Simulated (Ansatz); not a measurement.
Mulliken charges of CH5O2Si (`[CH2][SiH](O)O`) radical from PBE/def2-TZVPP in Ansatz (PBE0-D4/def2-TZVP geometry).

| atom | x (Å) | y (Å) | z (Å) | charge (e) |
| --- | --- | --- | --- | --- |
| C1 | -0.867 | 0.256 | -1.166 | -0.315 |
| Si2 | 0.239 | 0.272 | 0.295 | 0.530 |
| O3 | 1.697 | -0.424 | -0.018 | -0.351 |
| O4 | -0.610 | -0.508 | 1.468 | -0.352 |
| H5 | -1.900 | -0.072 | -1.111 | 0.114 |
| H6 | -0.549 | 0.610 | -2.141 | 0.109 |
| H7 | 0.617 | 1.637 | 0.736 | -0.110 |
| H8 | 1.686 | -1.292 | -0.426 | 0.186 |
| H9 | -0.226 | -0.525 | 2.346 | 0.189 |

**Question.** By hand: the dipole of these point charges (1 e Å = 4.8032 D).

**Answer.** Σ q r = (-0.055, -0.070, -0.064) e Å, of length 0.110 e Å = 0.53 D.

**Question.** How does the dipole of the full density compare? (Estimate.)

**Answer.** The calculation gave: (-0.020, -0.178, -0.021) e Å, 0.87 D; the point charges give 0.61 times that, at 41° from its direction.

Point charges leave out the atoms' own dipoles, such as those of lone pairs, and Mulliken's split depends on the basis, so the two needn't agree.
